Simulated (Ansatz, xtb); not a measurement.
# A geometry optimisation of C3H9AlS with r2SCAN-D4/def2-SVP

The starting geometry of this gas-phase singlet was built from a drawn formula by distance geometry and a force field; its bonds are those of `[CH3][Al]([CH3])[CH2]S`.

```json
{"atom": "C", "x (Å)": "-0.9236", "y (Å)": "-0.1197", "z (Å)": "-1.0553"}
{"atom": "C", "x (Å)": "0.0527", "y (Å)": "-0.2014", "z (Å)": "2.2750"}
{"atom": "C", "x (Å)": "2.1340", "y (Å)": "-1.5533", "z (Å)": "-0.1689"}
{"atom": "Al", "x (Å)": "0.4200", "y (Å)": "-0.6398", "z (Å)": "0.3799"}
{"atom": "S", "x (Å)": "1.7281", "y (Å)": "-3.1528", "z (Å)": "-0.9348"}
{"atom": "H", "x (Å)": "-1.2449", "y (Å)": "-1.0936", "z (Å)": "-1.5653"}
{"atom": "H", "x (Å)": "-1.7968", "y (Å)": "0.3311", "z (Å)": "-0.5980"}
{"atom": "H", "x (Å)": "-0.4323", "y (Å)": "0.5246", "z (Å)": "-1.8173"}
{"atom": "H", "x (Å)": "0.8436", "y (Å)": "0.4685", "z (Å)": "2.6184"}
{"atom": "H", "x (Å)": "-0.9170", "y (Å)": "0.3345", "z (Å)": "2.3237"}
{"atom": "H", "x (Å)": "0.0834", "y (Å)": "-1.1063", "z (Å)": "2.8645"}
{"atom": "H", "x (Å)": "2.6642", "y (Å)": "-0.8946", "z (Å)": "-0.8560"}
{"atom": "H", "x (Å)": "2.7453", "y (Å)": "-1.7522", "z (Å)": "0.7548"}
{"atom": "H", "x (Å)": "3.0930", "y (Å)": "-3.4447", "z (Å)": "-1.1542"}
```

Problem. Predict what it relaxes into with r2SCAN-D4/def2-SVP.

Solution. It keeps its bonds, and is `[CH3][Al]([CH3])[CH2]S`.

The energy falls by 0.31 eV over 34 steps:

```
step  E − E(last) (eV)
   1             0.311
   5             0.021
   8             0.017
  12             0.014
  16             0.007
  19             0.004
  23             0.001
  27             0.001
  30             0.000
  34             0.000
```

Final geometry (Å):

```yaml
atoms:
  - { symbol: C, position_ang: [-0.9823, -0.4696, -0.9869] }
  - { symbol: C, position_ang: [0.1803, 0.0555, 2.2180] }
  - { symbol: C, position_ang: [2.0296, -1.6657, 0.0006] }
  - { symbol: Al, position_ang: [0.3714, -0.6634, 0.4069] }
  - { symbol: S, position_ang: [1.9824, -2.3720, -1.6762] }
  - { symbol: H, position_ang: [-1.3065, -1.4583, -1.3589] }
  - { symbol: H, position_ang: [-1.8823, 0.0840, -0.6739] }
  - { symbol: H, position_ang: [-0.5601, 0.0478, -1.8677] }
  - { symbol: H, position_ang: [1.1432, 0.2235, 2.7294] }
  - { symbol: H, position_ang: [-0.3874, 1.0013, 2.2455] }
  - { symbol: H, position_ang: [-0.3850, -0.6564, 2.8493] }
  - { symbol: H, position_ang: [2.8928, -0.9823, 0.1139] }
  - { symbol: H, position_ang: [2.1621, -2.4598, 0.7594] }
  - { symbol: H, position_ang: [3.1915, -2.9844, -1.6931] }
```

From the same start GFN2-xTB ends elsewhere, differing in Al4–S5 (2.52 against 3.14 Å here).

No frequencies were run, so the end isn't proven a minimum. Run with Ansatz 0.2.0, 120 s on 2 threads of Intel(R) Xeon(R) Platinum 8259CL CPU @ 2.50GHz (Skylake/Cascade Lake), on a shared host.
